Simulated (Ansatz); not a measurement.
Cost and result for the atomization energy of `[SiH3]C([SiH3])BCl` (13 atoms, 12 bonds).

```xyz
13

Si   -1.680   -0.023   -0.052
C     0.141   -0.448   -0.298
Si    1.059   -0.056    1.302
B     0.717    0.396   -1.440
Cl    1.417   -0.343   -2.867
H    -1.820    1.418    0.282
H    -2.453   -0.311   -1.288
H    -2.232   -0.839    1.061
H     0.223   -1.524   -0.489
H     0.502   -0.882    2.406
H     2.507   -0.360    1.160
H     0.898    1.381    1.638
H     0.720    1.591   -1.416
```

Charge 0, multiplicity 1. All single points use the PBE0-D4/def2-TZVP geometry. It is one conformer, not always the lowest. Program: Ansatz. All runs use 4 threads of an Arm Neoverse N1 on a shared host. Times are those of one run each, without the atoms' runs, and a repeat can differ threefold. Electronic energies, without spin–orbit coupling; frozen cores. CCSD(T)/CBS adds CCSD(T) − MP2 in def2-TZVPP to the MP2 limit, and its time is that of the two runs behind it. T1 = 0.012. B3LYP takes the VWN-RPA correlation (the form of Gaussian; ORCA's B3LYP/G).

CCSD(T)/CBS is a level of theory with its own doubt, some kJ/mol a heavy atom from the limit and from the frozen cores, so smaller differences don't rank the functionals.

```json
{"level": "PBE-D4/def2-TZVPP (with forces)", "functions": "300", "wall time": "6.5 s", "atomization (kJ/mol)": "4328.0", "difference from CCSD(T)/CBS": "5.8", "per bond": "0.5"}
{"level": "PBE0-D4/def2-TZVPP", "functions": "300", "wall time": "8 s", "atomization (kJ/mol)": "4315.3", "difference from CCSD(T)/CBS": "-6.9", "per bond": "-0.6"}
{"level": "B3LYP-D4/def2-TZVPP (with forces)", "functions": "300", "wall time": "13 s", "atomization (kJ/mol)": "4322.2", "difference from CCSD(T)/CBS": "0.0", "per bond": "0.0"}
{"level": "r2SCAN-D4/def2-TZVPP (with forces)", "functions": "300", "wall time": "13 s", "atomization (kJ/mol)": "4344.2", "difference from CCSD(T)/CBS": "22.0", "per bond": "1.8"}
{"level": "B2PLYP/def2-TZVPP", "functions": "300", "wall time": "14 s", "atomization (kJ/mol)": "4269.3", "difference from CCSD(T)/CBS": "-52.9", "per bond": "-4.4"}
{"level": "ωB97X-V/def2-TZVPP", "functions": "300", "wall time": "20 s", "atomization (kJ/mol)": "4353.8", "difference from CCSD(T)/CBS": "31.6", "per bond": "2.6"}
{"level": "ωB97M-V/def2-TZVPP (with forces)", "functions": "300", "wall time": "29 s", "atomization (kJ/mol)": "4344.8", "difference from CCSD(T)/CBS": "22.6", "per bond": "1.9"}
{"level": "MP2/def2-QZVPP", "functions": "564", "wall time": "58 s", "atomization (kJ/mol)": "4307.6", "difference from CCSD(T)/CBS": "-14.6", "per bond": "-1.2"}
{"level": "CCSD(T)/def2-TZVPP", "functions": "300", "wall time": "7.4 min", "atomization (kJ/mol)": "4225.0", "difference from CCSD(T)/CBS": "-97.2", "per bond": "-8.1"}
{"level": "CCSD(T)/CBS(def2)", "functions": "–", "wall time": "8.4 min", "atomization (kJ/mol)": "4322.2", "difference from CCSD(T)/CBS": "0.0", "per bond": "0.0"}
```

The D4 term adds +55.5 kJ/mol with B3LYP and +29.5 kJ/mol with PBE0; it sums over pairs of atoms, weighted by their polarisabilities, and B3LYP, whose exchange is more repulsive, gets the larger term. In def2-TZVPP, CCSD(T) changes the Hartree–Fock value by +869.5 kJ/mol (the triples alone add +46.8 kJ/mol) and MP2 by +894.5 kJ/mol; breaking electron pairs costs correlation energy, which Hartree–Fock lacks. From PBE to PBE0 (25 % exact exchange), in def2-TZVPP and without D4, the atomization energy moves by −7.8 kJ/mol: exact exchange takes away binding that semilocal exchange gives to molecules.
